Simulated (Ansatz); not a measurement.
Steps of a relaxation of CH10AlNSi2 (`[CH3][AlH][N]([SiH3])[SiH3]`) with RKS PBE-D4/def2-SVP.

```sh
$ ansatz run in.yaml --threads 2 --pin off --events-out ev --progress --plain --max-ram 22528MiB --backend cpu
```

```yaml
crystal:
  periodic: [false, false, false]
  atoms:
    - {symbol: C, position_ang: [-2.105200, -0.583100, 0.501300]}
    - {symbol: Al, position_ang: [-0.483400, -0.041200, 1.446900]}
    - {symbol: N, position_ang: [1.093600, 0.322800, 0.456000]}
    - {symbol: Si, position_ang: [1.588800, -1.125900, -0.500900]}
    - {symbol: Si, position_ang: [0.783600, 1.650100, -0.691500]}
    - {symbol: H, position_ang: [-1.966200, -0.542200, -0.604800]}
    - {symbol: H, position_ang: [-2.916600, 0.209600, 0.719000]}
    - {symbol: H, position_ang: [-2.445700, -1.525100, 0.819000]}
    - {symbol: H, position_ang: [-0.474300, 0.079700, 3.082700]}
    - {symbol: H, position_ang: [2.736900, -0.893300, -1.258900]}
    - {symbol: H, position_ang: [0.397200, -1.456600, -1.391000]}
    - {symbol: H, position_ang: [1.769100, -2.269300, 0.417800]}
    - {symbol: H, position_ang: [1.938600, 1.979000, -1.478100]}
    - {symbol: H, position_ang: [-0.337800, 1.296300, -1.567900]}
    - {symbol: H, position_ang: [0.399600, 2.848600, 0.080000]}
basis:
  gaussian: {orbitals: def2-SVP}
hamiltonian: {xc: pbe, dispersion: d4}
relax: {f_tol: 0.03, max_steps: 200}
```

Positions (Å) and forces (eV/Å) along the path, 10 of 39 steps:

```xyz
15
step=1 energy=-25018.4680 eV
C    -2.105   -0.583    0.501    0.039    3.112   -0.772
Al   -0.483   -0.041    1.447    0.676    0.117    0.381
N     1.094    0.323    0.456   -0.448   -0.476   -0.373
Si    1.589   -1.126   -0.501   -2.577    0.419    1.438
Si    0.784    1.650   -0.692   -0.302   -0.500    1.356
H    -1.966   -0.542   -0.605   -0.027   -0.264    0.218
H    -2.917    0.210    0.719    0.707   -0.928   -0.054
H    -2.446   -1.525    0.819   -0.864   -1.935    0.561
H    -0.474    0.080    3.083    0.099    0.007   -0.505
H     2.737   -0.893   -1.259    1.908    0.396   -1.247
H     0.397   -1.457   -1.391    0.326   -0.206   -0.165
H     1.769   -2.269    0.418    0.155   -0.422    0.317
H     1.939    1.979   -1.478    1.117    0.219   -0.775
H    -0.338    1.296   -1.568   -0.601   -0.042   -0.669
H     0.400    2.849    0.080   -0.210    0.503    0.292
15
step=2 energy=-25018.8814 eV
C    -2.133   -0.576    0.523   -0.013    0.911   -0.189
Al   -0.492   -0.046    1.455    0.358    0.062   -0.061
N     1.028    0.303    0.410   -0.369   -0.289   -0.416
Si    1.555   -1.154   -0.497   -0.975    0.297    0.379
Si    0.783    1.702   -0.669   -0.153   -0.419    0.361
H    -2.002   -0.604   -0.581   -0.010   -0.106    0.141
H    -2.927    0.193    0.733    0.196   -0.307   -0.017
H    -2.514   -1.537    0.877   -0.254   -0.500    0.137
H    -0.411    0.114    3.047    0.045    0.009   -0.076
H     2.782   -0.894   -1.248    0.681    0.170   -0.361
H     0.481   -1.599   -1.493    0.232    0.012    0.127
H     1.775   -2.295    0.450    0.006   -0.061    0.143
H     1.999    2.005   -1.460    0.381    0.074   -0.153
H    -0.330    1.429   -1.644   -0.110    0.073   -0.156
H     0.385    2.910    0.126   -0.015    0.074    0.142
15
step=10 energy=-25019.1828 eV
C    -2.365   -0.666    0.865   -0.044   -0.033    0.013
Al   -0.553   -0.023    1.219    0.100    0.027   -0.116
N     0.661    0.173   -0.160   -0.082   -0.061    0.082
Si    1.567   -1.224   -0.705   -0.015    0.035   -0.002
Si    0.844    1.788   -0.808    0.050    0.000   -0.037
H    -2.504   -1.002   -0.181   -0.002    0.002   -0.030
H    -3.104    0.144    1.060    0.020   -0.002   -0.004
H    -2.648   -1.504    1.536    0.007   -0.006    0.026
H    -0.054    0.383    2.678   -0.011    0.024    0.068
H     3.051   -0.962   -0.716    0.012   -0.003    0.004
H     1.176   -1.701   -2.080   -0.008    0.005   -0.027
H     1.282   -2.347    0.267   -0.016    0.000    0.011
H     2.271    2.269   -0.778    0.024    0.016    0.009
H     0.349    1.920   -2.226   -0.011    0.002   -0.011
H     0.006    2.702    0.060   -0.022   -0.006    0.015
15
step=12 energy=-25019.2048 eV
C    -2.284   -0.763    0.899   -0.086   -0.039   -0.025
Al   -0.546    0.092    1.211    0.092    0.043    0.018
N     0.686    0.198   -0.165   -0.106   -0.083    0.170
Si    1.465   -1.255   -0.760    0.046   -0.016   -0.013
Si    0.903    1.825   -0.771    0.066    0.067   -0.034
H    -2.370   -1.219   -0.112    0.029    0.059    0.113
H    -3.087    0.010    0.988    0.094   -0.111   -0.001
H    -2.520   -1.547    1.653    0.017    0.081   -0.039
H    -0.142    0.761    2.623   -0.071   -0.052   -0.170
H     2.974   -1.162   -0.694   -0.091    0.003   -0.005
H     1.091   -1.600   -2.183    0.007    0.022    0.035
H     1.027   -2.401    0.132    0.005    0.075   -0.049
H     2.300    2.373   -0.602   -0.038   -0.028    0.011
H     0.534    1.955   -2.228   -0.008    0.005    0.032
H    -0.053    2.684    0.040    0.045   -0.026   -0.044
15
step=13 energy=-25019.2191 eV
C    -2.258   -0.816    0.921   -0.047   -0.052   -0.043
Al   -0.556    0.125    1.202    0.004    0.115    0.044
N     0.689    0.209   -0.162   -0.114   -0.072    0.177
Si    1.421   -1.257   -0.786    0.041   -0.005   -0.006
Si    0.946    1.838   -0.751    0.006    0.076   -0.034
H    -2.318   -1.325   -0.069    0.027    0.076    0.162
H    -3.090   -0.068    0.964    0.134   -0.132    0.012
H    -2.471   -1.570    1.714    0.005    0.091   -0.071
H    -0.221    0.929    2.566   -0.057   -0.115   -0.207
H     2.931   -1.215   -0.696   -0.080   -0.002   -0.019
H     1.052   -1.546   -2.223    0.014    0.013    0.046
H     0.935   -2.404    0.077    0.007    0.060   -0.058
H     2.344    2.370   -0.544   -0.036   -0.033   -0.003
H     0.601    1.977   -2.215    0.030   -0.008    0.026
H    -0.027    2.703    0.031    0.067   -0.012   -0.026
15
step=18 energy=-25019.3545 eV
C    -2.157   -1.124    1.080   -0.027    0.035   -0.028
Al   -0.804    0.302    1.101   -0.098   -0.010    0.054
N     0.528    0.345   -0.149    0.090    0.144   -0.057
Si    1.164   -1.131   -0.880   -0.020   -0.017    0.006
Si    1.211    1.892   -0.686   -0.012   -0.089    0.081
H    -2.036   -1.840    0.240    0.005    0.030    0.056
H    -3.155   -0.636    0.964    0.091   -0.068    0.031
H    -2.203   -1.707    2.026    0.016    0.047   -0.039
H    -0.853    1.521    2.143   -0.005   -0.039   -0.082
H     2.668   -1.164   -0.767   -0.011   -0.003   -0.009
H     0.813   -1.253   -2.342   -0.004    0.005    0.004
H     0.601   -2.319   -0.145    0.004    0.005   -0.015
H     2.688    2.002   -0.390   -0.056   -0.020   -0.002
H     1.033    2.051   -2.176    0.008    0.006    0.012
H     0.480    3.010    0.010    0.020   -0.027   -0.011
15
step=21 energy=-25019.3877 eV
C    -2.097   -1.198    1.166   -0.073   -0.010    0.013
Al   -0.962    0.392    0.940    0.047   -0.072    0.064
N     0.470    0.383   -0.196    0.017    0.074    0.016
Si    1.065   -1.099   -0.956    0.023    0.023   -0.037
Si    1.319    1.888   -0.605   -0.043   -0.069   -0.021
H    -1.899   -2.012    0.437    0.001    0.063    0.040
H    -3.166   -0.900    1.058    0.097   -0.043    0.039
H    -1.993   -1.633    2.188   -0.007    0.086   -0.115
H    -1.204    1.754    1.746   -0.022   -0.028   -0.053
H     2.570   -1.159   -0.873    0.000    0.001    0.030
H     0.706   -1.171   -2.419   -0.032   -0.012    0.008
H     0.490   -2.296   -0.251    0.006    0.002   -0.017
H     2.777    1.827   -0.210   -0.075    0.005   -0.007
H     1.258    2.138   -2.093    0.031   -0.005    0.027
H     0.646    3.035    0.097    0.029   -0.014    0.016
15
step=27 energy=-25019.3949 eV
C    -2.076   -1.206    1.206    0.001    0.003    0.003
Al   -1.004    0.403    0.885   -0.010   -0.007    0.005
N     0.451    0.383   -0.216    0.009    0.024   -0.001
Si    1.040   -1.087   -1.004   -0.002   -0.011   -0.002
Si    1.343    1.873   -0.567   -0.003   -0.008   -0.002
H    -1.900   -2.025    0.481   -0.006    0.001    0.005
H    -3.158   -0.953    1.188    0.010   -0.005    0.001
H    -1.868   -1.610    2.222   -0.001    0.001   -0.011
H    -1.335    1.811    1.565   -0.002    0.002    0.002
H     2.545   -1.149   -0.926    0.002    0.001    0.001
H     0.657   -1.138   -2.461    0.000    0.000    0.000
H     0.470   -2.298   -0.318    0.000    0.000   -0.002
H     2.760    1.796   -0.058   -0.002    0.000   -0.001
H     1.410    2.117   -2.055    0.002   -0.002    0.004
H     0.644    3.031    0.087    0.002    0.001   -0.002
15
step=31 energy=-25019.3954 eV
C    -2.071   -1.208    1.206   -0.043   -0.035    0.028
Al   -1.021    0.412    0.870    0.017   -0.006    0.019
N     0.442    0.391   -0.222   -0.004    0.002   -0.002
Si    1.032   -1.084   -1.001   -0.002    0.002    0.000
Si    1.347    1.873   -0.567    0.004    0.003   -0.001
H    -1.967   -1.990    0.425   -0.007    0.033    0.033
H    -3.150   -0.956    1.305    0.062   -0.020   -0.005
H    -1.767   -1.669    2.174   -0.016    0.028   -0.064
H    -1.357    1.821    1.546   -0.005   -0.001   -0.008
H     2.535   -1.154   -0.906   -0.001    0.000    0.000
H     0.663   -1.134   -2.462    0.002   -0.002    0.000
H     0.447   -2.291   -0.319    0.000    0.000    0.001
H     2.743    1.808    0.000   -0.006    0.001   -0.003
H     1.474    2.083   -2.056   -0.001    0.000    0.006
H     0.626    3.047    0.034    0.001   -0.005   -0.002
15
step=39 energy=-25019.3987 eV
C    -2.068   -1.205    1.180    0.006    0.006    0.026
Al   -1.040    0.434    0.855    0.000    0.002   -0.005
N     0.441    0.401   -0.213    0.000   -0.006   -0.003
Si    1.038   -1.094   -0.945   -0.004   -0.002    0.015
Si    1.345    1.878   -0.577   -0.005    0.004    0.009
H    -2.210   -1.815    0.263   -0.007    0.003    0.014
H    -3.069   -0.969    1.599    0.019   -0.015   -0.016
H    -1.549   -1.855    1.918   -0.015    0.005   -0.023
H    -1.407    1.855    1.487    0.001   -0.001   -0.001
H     2.538   -1.176   -0.812    0.000    0.002   -0.008
H     0.701   -1.177   -2.413    0.005    0.001    0.002
H     0.426   -2.279   -0.248   -0.005    0.000   -0.003
H     2.738    1.823   -0.004    0.004   -0.001   -0.006
H     1.474    2.071   -2.068    0.003   -0.001    0.000
H     0.620    3.058    0.008   -0.002    0.003   -0.002
```

It took 120 s on 2 threads of an AMD EPYC 7R13 on a shared host, with 0.24 GiB of host memory at the peak.
